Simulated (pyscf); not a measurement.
## Hydrogen abstraction: F–N•–F + HO–SiH₃ → F–NH–F + HO–SiH₂•

Gas phase, doublet surface, charge 0. Bonds broken: Si5–H7. Bonds formed: N2–H7. Structures and frequencies: ωB97X-D3(BJ)/def2-SVP in PySCF.

Transition state (Å):

```xyz
9

F      0.4637     0.3295    -1.8456
N      1.3685     0.4655    -0.8363
F      1.4517    -0.8191    -0.3255
O     -1.3342    -0.7265     0.6123
Si    -0.7509     0.7213     1.1776
H     -0.6653    -1.3561     0.3153
H      0.6124     0.9729     0.0683
H     -0.1978     0.6526     2.5643
H     -1.8299     1.7383     1.0788
```

One imaginary mode, 1862i cm⁻¹; descent along it reached the two sides named.

```
bond    change  reactant side (Å)  saddle  product side
------  ------  -----------------  ------  ------------
Si5–H7  breaks              1.496   1.775           2.8
N2–H7    forms                3.3   1.284         1.036
```

Electronic energies relative to the separated reactants (eV):

```csv
level,barrier,reaction energy
ωB97X-D3(BJ)/def2-TZVP,1.04,+0.87
PBE/def2-TZVP,0.65,+0.69
r²SCAN/def2-TZVP,0.78,+0.80
B3LYP-D3(BJ)/def2-TZVP,0.88,+0.78
PBE0-D3(BJ)/def2-TZVP,0.84,+0.73
M06-2X/def2-TZVP,0.91,+0.65
ωB97M-D3(BJ)/def2-TZVP,1.02,+0.79
HF/def2-TZVP,1.95,+1.07
```

With ωB97M-D3(BJ)/def2-TZVP energies and thermal terms (ideal gas, 1 atm, RRHO with modes under 100 cm⁻¹ raised to 100, one conformer, R ln 2 for chiral ones without a mode under 150 cm⁻¹), in eV:

| T (K) | ΔH‡ | ΔG‡ | ΔH | ΔG |
|---|---|---|---|---|
| 298 | 0.98 | 1.45 | +0.89 | +0.86 |
| 600 | 1.01 | 1.91 | +0.88 | +0.84 |
| 900 | 1.05 | 2.36 | +0.87 | +0.82 |
| 1200 | 1.08 | 2.79 | +0.86 | +0.80 |

At PBE, r²SCAN the saddle lies under the separated products, which points to a path from their complex (located at ωB97X-D3(BJ) alone), and parting the products costs more than the saddle. This is the saddle that the search found; another between the same sides may lie lower. The angle at the transferred H is 147°.
